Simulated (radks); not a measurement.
All-electron atom: the erbium ion Er52+ in [Ne] 3s2 3p4. Calculated with a radial shooting solver on a logarithmic mesh with Libxc functionals: Dirac Kohn-Sham, BLYP, spin-unpolarised, spherical densities, finite nucleus; open shells fill j = l - 1/2 first; Fermi nuclear charge, rms radius 5.2516 fm.

Unscreened Slater integrals over Kohn-Sham orbitals (eV). Large and small components are both included. Empty in this configuration: 3d3/2.

\begin{tabular}{lr}
integral & value \\ \hline
F0(3p3/2,3p3/2) & 118.83 \\
F2(3p3/2,3p3/2) & 59.231 \\
F0(3p3/2,3p1/2) & 121.95 \\
G2(3p3/2,3p1/2) & 59.486 \\
F0(3p3/2,3s1/2) & 118.22 \\
G1(3p3/2,3s1/2) & 76.274 \\
F0(3p3/2,2p3/2) & 157.10 \\
F2(3p3/2,2p3/2) & 41.254 \\
G0(3p3/2,2p3/2) & 16.506 \\
G2(3p3/2,2p3/2) & 18.186 \\
F0(3p3/2,3d3/2) & 126.14 \\
F2(3p3/2,3d3/2) & 59.475 \\
G1(3p3/2,3d3/2) & 59.984 \\
G3(3p3/2,3d3/2) & 40.858 \\
F0(3p1/2,3p1/2) & 125.46 \\
F0(3p1/2,3s1/2) & 121.25 \\
G1(3p1/2,3s1/2) & 75.627 \\
F0(3p1/2,2p3/2) & 164.35 \\
G2(3p1/2,2p3/2) & 17.991 \\
F0(3p1/2,3d3/2) & 130.16 \\
G1(3p1/2,3d3/2) & 67.117 \\
F0(3s1/2,3s1/2) & 117.91 \\
F0(3s1/2,2p3/2) & 154.07 \\
G1(3s1/2,2p3/2) & 15.863 \\
F0(3s1/2,3d3/2) & 125.56 \\
G2(3s1/2,3d3/2) & 47.306 \\
F0(2p3/2,2p3/2) & 318.97 \\
F2(2p3/2,2p3/2) & 152.05 \\
F0(2p3/2,3d3/2) & 174.64 \\
F2(2p3/2,3d3/2) & 56.714 \\
G1(2p3/2,3d3/2) & 52.580 \\
G3(2p3/2,3d3/2) & 30.396 \\
F0(3d3/2,3d3/2) & 138.90 \\
F2(3d3/2,3d3/2) & 71.787 \\
\end{tabular}
